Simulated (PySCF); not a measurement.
C₂H₈N₂OSi.
SMILES with atom numbers: `[NH2:1][SiH:2]([NH2:3])[CH2:4][CH:5]=[O:6]` (hydrogens: H7, H8 on N1; H9 on Si2; H10, H11 on N3; H12, H13 on C4; H14 on C5)

Method used: PySCF, PBE0-D3(BJ)/def2-SVP geometry optimisation, gas phase.

**Question.** What internal coordinates does the optimisation give?

**Answer.** 
| bond | length (Å) |
| --- | --- |
| N1–Si2, Si2–N3 | 1.716 |
| Si2–C4 | 1.916 |
| C4–C5 | 1.485 |
| C5=O6 | 1.209 |
| N1–H7 and 3 like bonds | 1.014 |
| Si2–H9 | 1.500 |
| C4–H12, C4–H13 | 1.101 |
| C5–H14 | 1.121 |

Bonds in one row agree within 0.01 Å and their mean is given. A selection of angles:
| angle | degrees |
| --- | --- |
| Si2–N1–H7 | 122.3 |
| Si2–N1–H8 | 117.0 |
| H7–N1–H8 | 112.6 |
| N1–Si2–N3 | 109.8 |
| N1–Si2–C4 | 101.7 |
| N1–Si2–H9 | 119.1 |
| N3–Si2–C4 | 115.5 |
| N3–Si2–H9 | 104.1 |
| C4–Si2–H9 | 107.2 |
| H10–N3–H11 | 112.5 |
| Si2–C4–C5 | 110.9 |
| Si2–C4–H12 | 104.2 |
| Si2–C4–H13 | 110.0 |
| C5–C4–H12 | 109.4 |
| C5–C4–H13 | 112.1 |
| H12–C4–H13 | 110.0 |
| C4–C5–O6 | 124.3 |
| C4–C5–H14 | 115.8 |
| O6–C5–H14 | 119.8 |

Dihedral angles: N1–Si2–C4–C5 60° (synclinal); Si2–C4–C5–O6 -72° (synclinal). The mirror-image conformer, all signs reversed, is as good.

H8 on N1 lies 2.30 Å from O6, 5 bonds away (angle at H 132°; Bondi radii sum to 2.72 Å). Of the pairs four or more bonds apart, those above aside, C5···H8 is among the closest relative to their van der Waals radii: 2.75 Å, 95 % of the sum of Bondi's values. Si2 (SiH silicon) is distorted tetrahedral (angles from 101.7° to 119.1°). N1 (silicon-bound nitrogen) has angles 122.3°, 117.0° and 112.6°, sum 351.8°, 0.20 Å off the plane of its three neighbours.

Point group: C1 (no symmetry element, even within 0.4 Å). PBE0-D3(BJ)/def2-SVP frequencies: not computed here. One conformer, not necessarily the lowest (H–N1–Si2–N3 64° and -150°, N1–Si2–N3–H -154° and 49°, N1–Si2–C4–C5 60°, Si2–C4–C5–O6 -72°).

On Arm Neoverse V1, one thread, shared host with 32 logical CPUs at a one-minute load of 30, this took 2.4 min wall and 0.54 GiB of memory at its peak. These figures are those of the optimisation.
